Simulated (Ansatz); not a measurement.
Al13P13H34, a nanocrystal cut from zinc blende AlP (hydrogen-capped). Total charge 0; singlet. Geometry r2SCAN-D4/def2-SVP; atoms count from 1.

Cartesian coordinates in Å:
```
Al -2.504 3.802 -1.685
Al -4.521 0.671 0.744
Al 1.298 4.365 -2.053
Al 3.620 2.183 1.319
Al -2.667 -0.507 3.310
Al 1.607 -0.091 3.877
Al -0.365 1.803 0.899
Al -1.652 -0.335 -2.194
Al 2.166 0.106 -1.423
Al -0.008 -2.040 0.848
Al -3.733 -2.929 0.035
Al 3.846 -2.223 1.095
Al 1.642 -4.013 -2.723
P -0.418 3.739 -0.459
P -2.482 1.402 1.890
P -1.937 1.882 -3.112
P -3.666 -0.752 -1.024
P 1.476 1.790 2.411
P 2.378 2.198 -2.586
P 3.851 0.028 0.209
P -0.639 -0.393 4.705
P -2.151 -2.316 1.816
P 1.799 -1.945 2.377
P 0.014 -0.084 -0.491
P 2.401 -1.688 -3.008
P 0.438 -3.926 -0.595
H -2.593 5.111 -2.585
H -3.719 3.272 -0.805
H -4.919 -0.420 1.868
H -5.559 1.787 0.313
H 0.543 4.655 -3.431
H 2.396 5.336 -1.449
H 4.742 2.424 2.420
H 3.371 3.202 0.108
H -3.845 -0.635 4.358
H 2.697 0.001 5.024
H -1.172 -1.403 -3.278
H -5.172 -3.229 0.640
H -2.971 -4.034 -0.841
H 5.099 -2.545 2.016
H 3.441 -3.171 -0.142
H 2.939 -4.908 -2.538
H 0.547 -4.231 -3.854
H -0.479 4.816 0.472
H -2.817 2.522 2.702
H -2.924 1.741 -4.126
H -0.831 2.198 -3.950
H -4.675 -0.787 -2.029
H 1.292 2.907 3.275
H 3.779 2.386 -2.714
H 2.088 1.904 -3.948
H 5.015 0.152 -0.606
H -0.870 0.614 5.683
H -0.608 -1.511 5.584
H -1.972 -3.455 2.654
H 1.627 -3.111 3.179
H 1.847 -1.206 -4.225
H 3.771 -1.697 -3.385
H -0.850 -4.488 -0.824
H 0.987 -4.923 0.254
```

Single mean-field runs in def2-SVP are fitted with def2-universal-jkfit.

Estimate the Mulliken populations of the heavy atoms from the PBE0/def2-SVP orbitals of Ansatz.


```json
{"atom": "Al1", "charge (e)": "0.40"}
{"atom": "Al2", "charge (e)": "0.42"}
{"atom": "Al3", "charge (e)": "0.41"}
{"atom": "Al4", "charge (e)": "0.41"}
{"atom": "Al5", "charge (e)": "0.52"}
{"atom": "Al6", "charge (e)": "0.57"}
{"atom": "Al7", "charge (e)": "0.72"}
{"atom": "Al8", "charge (e)": "0.55"}
{"atom": "Al9", "charge (e)": "0.62"}
{"atom": "Al10", "charge (e)": "0.64"}
{"atom": "Al11", "charge (e)": "0.42"}
{"atom": "Al12", "charge (e)": "0.41"}
{"atom": "Al13", "charge (e)": "0.43"}
{"atom": "P14", "charge (e)": "-0.55"}
{"atom": "P15", "charge (e)": "-0.54"}
{"atom": "P16", "charge (e)": "-0.31"}
{"atom": "P17", "charge (e)": "-0.56"}
{"atom": "P18", "charge (e)": "-0.55"}
{"atom": "P19", "charge (e)": "-0.27"}
{"atom": "P20", "charge (e)": "-0.52"}
{"atom": "P21", "charge (e)": "-0.30"}
{"atom": "P22", "charge (e)": "-0.52"}
{"atom": "P23", "charge (e)": "-0.54"}
{"atom": "P24", "charge (e)": "-0.81"}
{"atom": "P25", "charge (e)": "-0.26"}
{"atom": "P26", "charge (e)": "-0.28"}
```
Mulliken values and Mayer orders depend strongly on the basis.

And the Mayer bond orders between bonded heavy atoms (over 0.3)?

Al1–P14 0.65 (2.42 Å); Al1–P16 0.55 (2.46 Å); Al2–P15 0.57 (2.45 Å); Al2–P17 0.64 (2.43 Å); Al3–P14 0.65 (2.42 Å); Al3–P19 0.53 (2.48 Å); Al4–P18 0.61 (2.44 Å); Al4–P20 0.60 (2.43 Å); Al5–P15 0.77 (2.39 Å); Al5–P21 0.57 (2.46 Å); Al5–P22 0.72 (2.40 Å); Al6–P18 0.74 (2.39 Å); Al6–P21 0.67 (2.41 Å); Al6–P23 0.71 (2.39 Å); Al7–P14 0.80 (2.37 Å); Al7–P15 0.76 (2.37 Å); Al7–P18 0.75 (2.38 Å); Al7–P24 0.71 (2.37 Å); Al8–P16 0.68 (2.42 Å); Al8–P17 0.79 (2.37 Å); Al8–P24 0.66 (2.40 Å); Al9–P19 0.74 (2.40 Å); Al9–P20 0.88 (2.35 Å); Al9–P24 0.79 (2.35 Å); Al9–P25 0.73 (2.41 Å); Al10–P22 0.83 (2.37 Å); Al10–P23 0.80 (2.37 Å); Al10–P24 0.76 (2.37 Å); Al10–P26 0.73 (2.42 Å); Al11–P17 0.65 (2.42 Å); Al11–P22 0.56 (2.46 Å); Al12–P20 0.62 (2.42 Å); Al12–P23 0.60 (2.43 Å); Al13–P25 0.56 (2.46 Å); Al13–P26 0.60 (2.45 Å).
